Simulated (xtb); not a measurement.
A run for xtb: GFN2-xTB on AlClH2O2 (SMILES [OH][Al]([OH])[Cl]), a point of a torsion scan.

```
$ xtb mol.xyz --gfn 2 --opt vtight --chrg 0 --uhf 0 --input xcontrol
6

O     -1.33850626    -0.87527157     0.55978370
Al    -0.08314116     0.46490324     0.41200388
O     -0.29180156     1.98569243     1.43976922
Cl     1.96328800    -0.15984482    -0.19528472
H     -1.40075316    -1.29324340    -0.33899540
H     -0.33283477     1.73907224     2.39821713
$constrain
  force constant=1.0
  dihedral: 5,1,2,4,300.0
$end
```

It printed:

```
[...]
           -------------------------------------------------
          |                Calculation Setup                |
           -------------------------------------------------



           -------------------------------------------------
          |                 G F N 2 - x T B                 |
           -------------------------------------------------

        Reference                      10.1021/acs.jctc.8b01176
      * Hamiltonian:
        H0-scaling (s, p, d)           1.850000    2.230000    2.230000
        zeta-weighting                 0.500000
      * Dispersion:
        s8                             2.700000
        a1                             0.520000
        a2                             5.000000
        s9                             5.000000
      * Repulsion:
        kExp                           1.500000    1.000000
        rExp                           1.000000
      * Coulomb:
        alpha                          2.000000
        third order                    shell-resolved
        anisotropic                    true
        a3                             3.000000
        a5                             4.000000
        cn-shift                       1.200000
        cn-exp                         4.000000
        max-rad                        5.000000


          ...................................................
          :                      SETUP                      :
          :.................................................:
          :  # basis functions                  30          :
          :  # atomic orbitals                  28          :
          :  # shells                           12          :
          :  # electrons                        24          :
          :  max. iterations                   250          :
          :  Hamiltonian                  GFN2-xTB          :
          :  restarted?                      false          :
          :  GBSA solvation                  false          :
          :  PC potential                    false          :
          :  electronic temp.          300.0000000     K    :
          :  accuracy                    1.0000000          :
          :  -> integral cutoff          0.2500000E+02      :
          :  -> integral neglect         0.1000000E-07      :
          :  -> SCF convergence          0.1000000E-05 Eh   :
          :  -> wf. convergence          0.1000000E-03 e    :
          :  Broyden damping             0.4000000          :
          :  net charge                          0          :
          :  unpaired electrons                  0          :
          ...................................................

 iter      E             dE          RMSdq      gap      omega  full diag
   1    -14.8778480 -0.148778E+02  0.174E+01    4.59       0.0  T
   2    -14.9380507 -0.602026E-01  0.997E+00    3.16       1.0  T
   3    -14.9413736 -0.332296E-02  0.151E+00    3.43       1.0  T
   4    -14.9441030 -0.272941E-02  0.710E-01    3.25       1.0  T
   5    -14.9443405 -0.237497E-03  0.394E-01    3.37       1.0  T
   6    -14.9444226 -0.820832E-04  0.124E-01    3.33       1.0  T
   7    -14.9444363 -0.136642E-04  0.793E-02    3.34       1.0  T
   8    -14.9444433 -0.702368E-05  0.637E-02    3.34       1.0  T
   9    -14.9444486 -0.531876E-05  0.278E-02    3.35       1.5  T
  10    -14.9444491 -0.449119E-06  0.270E-02    3.35       1.5  T
  11    -14.9444495 -0.442459E-06  0.720E-03    3.35       5.7  T
  12    -14.9444498 -0.299207E-06  0.404E-03    3.35      10.1  T
  13    -14.9444498 -0.609751E-08  0.155E-03    3.35      26.4  T
  14    -14.9444498 -0.668322E-08  0.509E-04    3.35      80.3  T
  15    -14.9444498 -0.306523E-09  0.442E-04    3.35      92.4  T

   *** convergence criteria satisfied after 15 iterations ***

         #    Occupation            Energy/Eh            Energy/eV
      -------------------------------------------------------------
         1        2.0000           -1.0486833             -28.5361
       ...           ...                  ...                  ...
         6        2.0000           -0.5182358             -14.1019
         7        2.0000           -0.4771274             -12.9833
         8        2.0000           -0.4731654             -12.8755
         9        2.0000           -0.4688905             -12.7592
        10        2.0000           -0.4523168             -12.3082
        11        2.0000           -0.4433372             -12.0638
        12        2.0000           -0.4382091             -11.9243 (HOMO)
        13                         -0.3151637              -8.5760 (LUMO)
        14                         -0.1487357              -4.0473
        15                         -0.1151289              -3.1328
        16                         -0.1082889              -2.9467
        17                         -0.0267075              -0.7267
       ...                                ...                  ...
        28                
[...]
        0.0161264               0.4388
       ...                                ...                  ...
        28                          1.1880946              32.3297
      -------------------------------------------------------------
                  HL-Gap            0.1686728 Eh            4.5898 eV
             Fermi-level           -0.3415044 Eh           -9.2928 eV

 SCC (total)                   0 d,  0 h,  0 min,  0.002 sec
 SCC setup                      ...        0 min,  0.000 sec (  1.854%)
 Dispersion                     ...        0 min,  0.000 sec (  0.504%)
 classical contributions        ...        0 min,  0.000 sec (  0.180%)
 integral evaluation            ...        0 min,  0.001 sec ( 28.263%)
 iterations                     ...        0 min,  0.000 sec ( 19.580%)
 molecular gradient             ...        0 min,  0.001 sec ( 46.945%)
 printout                       ...        0 min,  0.000 sec (  2.463%)

         :::::::::::::::::::::::::::::::::::::::::::::::::::::
         ::                     SUMMARY                     ::
         :::::::::::::::::::::::::::::::::::::::::::::::::::::
         :: total energy             -14.960037651212 Eh    ::
         :: gradient norm              0.000087100391 Eh/a0 ::
         :: HOMO-LUMO gap              4.589819338863 eV    ::
         ::.................................................::
         :: SCC energy               -15.046258003122 Eh    ::
         :: -> isotropic ES            0.096533309222 Eh    ::
         :: -> anisotropic ES          0.002749085077 Eh    ::
         :: -> anisotropic XC         -0.003877427450 Eh    ::
         :: -> dispersion             -0.002706182439 Eh    ::
         :: repulsion energy           0.086220351297 Eh    ::
         :: add. restraining           0.000000000614 Eh    ::
         :: total charge              -0.000000000000 e     ::
         :::::::::::::::::::::::::::::::::::::::::::::::::::::

           -------------------------------------------------
          |                Property Printout                |
           -------------------------------------------------

    * Orbital Energies and Occupations

         #    Occupation            Energy/Eh            Energy/eV
      -------------------------------------------------------------
         1        2.0000           -1.0349540             -28.1625
         2        2.0000           -0.6822086             -18.5638
         3        2.0000           -0.6717813             -18.2801
         4        2.0000           -0.5925085             -16.1230
         5        2.0000           -0.5526521             -15.0384
         6        2.0000           -0.4795055             -13.0480
         7        2.0000           -0.4746897             -12.9170
         8        2.0000           -0.4678617             -12.7312
         9        2.0000           -0.4653005             -12.6615
        10        2.0000           -0.4477243             -12.1832
        11        2.0000           -0.4333780             -11.7928
        12        2.0000           -0.4258408             -11.5877 (HOMO)
        13                         -0.2571681              -6.9979 (LUMO)
        14                         -0.0938724              -2.5544
        15                         -0.0121708              -0.3312
        16                          0.0027276               0.0742
        17                          0.0161264               0.4388
        18                          0.0235646               0.6412
        19                          0.0318075               0.8655
        20                          0.0593936               1.6162
        21                          0.0712535               1.9389
        22                          0.0763194               2.0768
        23                          0.0811433               2.2080
       ...                                ...                  ...
        28                          1.1880946              32.3297
      -------------------------------------------------------------
                  HL-Gap            0.1686728 Eh            4.5898 eV
             Fermi-level           -0.3415044 Eh           -9.2928 eV

     #   Z          covCN         q      C6AA      α(0)
     1   8 O        1.542    -0.463    22.195     6.355
     2  13 Al       2.240     0.416   118.979    24.114
     3   8 O        1.542    -0.456    22.039     6.333
Note: The following floating-point exceptions are signalling: IEEE_UNDERFLOW_FLAG IEEE_DENORMAL
normal termination of xtb
     4  17 Cl       0.769    -0.137   103.261    15.544
     5   1 H        0.807     0.320     0.664     1.280
     6   1 H        0.807     0.320     0.664     1.279

 Mol. C6AA /au·bohr⁶  :        988.152316
 Mol. C8AA /au·bohr⁸  :      46478.636149
 Mol. α(0) /au        :         54.906356


Wiberg/Mayer (AO) data.
largest (>0.10) Wiberg bond orders for each atom

 ---------------------------------------------------------------------------
     #   Z sym  total        # sym  WBO       # sym  WBO       # sym  WBO
 ---------------------------------------------------------------------------
     1   8 O    2.295 --     2 Al   1.350     5 H    0.857
     2  13 Al   4.062 --     3 O    1.352     1 O    1.350     4 Cl   1.310
     3   8 O    2.300 --     2 Al   1.352     6 H    0.857
     4  17 Cl   1.437 --     2 Al   1.310
     5   1 H    0.898 --     1 O    0.857
     6   1 H    0.898 --     3 O    0.857
 ---------------------------------------------------------------------------

Topologies differ in total number of bonds
Writing topology from bond orders to xtbtopo.mol

molecular dipole:
                 x           y           z       tot (Debye)
 q only:       -0.799       0.032       0.252
   full:       -1.009       0.043       0.325       2.696
molecular quadrupole (traceless):
                xx          xy          yy          xz          yz          zz
 q only:       -1.913       0.523       1.269      -0.381       2.901       0.645
  q+dip:       -2.217       0.980       1.628      -0.429       4.038       0.589
   full:       -3.300       0.200       1.774       0.135       2.063       1.526

           -------------------------------------------------
          |                Geometry Summary                 |
           -------------------------------------------------

      molecular mass/u    :       96.4491675
   center of mass at/Å    :        0.5134149       0.2122038       0.3946594
  moments of inertia/u·Å² :        0.7719379E+02   0.1473185E+03   0.2245103E+03
rotational constants/cm⁻¹ :        0.2183807E+00   0.1144298E+00   0.7508623E-01

 * 5 selected distances

     #   Z          #   Z                                           value/Å
     1   8 O        2  13 Al                                      1.6400182
     2  13 Al       3   8 O                                       1.6463939
     2  13 Al       4  17 Cl                                      2.0265414 (max)
     1   8 O        5   1 H                                       0.9434161 (min)
     3   8 O        6   1 H                                       0.9452667

 * 3 distinct bonds (by element types)

   Z      Z             #   av. dist./Å        max./Å        min./Å
   1 H    8 O           2     0.9443414     0.9452667     0.9434161
   8 O   13 Al          2     1.6432061     1.6463939     1.6400182
  13 Al  17 Cl          1     2.0265414     2.0265414     2.0265414


optimized geometry written to: xtbopt.xyz


           -------------------------------------------------
          | TOTAL ENERGY              -14.960037651212 Eh   |
          | GRADIENT NORM               0.000087100391 Eh/α |
          | HOMO-LUMO GAP               4.589819338863 eV   |
           -------------------------------------------------

------------------------------------------------------------------------
------------------------------------------------------------------------
 total:
 SCF:
 ANC optimizer:
```

The run finished.

Warnings raised: the energy holds the restraint's term.

Cost: around 0.7 core-seconds (rough).
